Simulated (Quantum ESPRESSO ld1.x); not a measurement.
Problem. The mean radii <r> (bohr) of the occupied orbitals of an atom or ion are listed with their occupations. All-electron calculation, non-relativistic Kohn-Sham, BLYP, spin-unpolarised, spherical densities, point nucleus. Program: ld1.x of Quantum ESPRESSO 7.5.

| orbital | occ. | <r> |
|---|---|---|
| 1s | 2 | 0.06156 |
| 2s | 2 | 0.2825 |
| 2p | 6 | 0.2482 |
| 3s | 2 | 0.8604 |
| 3p | 6 | 0.9078 |
| 3d | 5 | 1.183 |
| 4s | 1 | 2.830 |

Name the element and its charge.

Solution. Z = 25, manganese, charge +1: Mn+ in [Ar] 3d5 4s1. The 1s radius gives Z: for a bare nucleus <r> = 1.5/Z, 0.06 bohr for Z = 25, and screening makes it slightly larger (0.06156 here). The occupations add up to 24, and the charge is Z minus that.
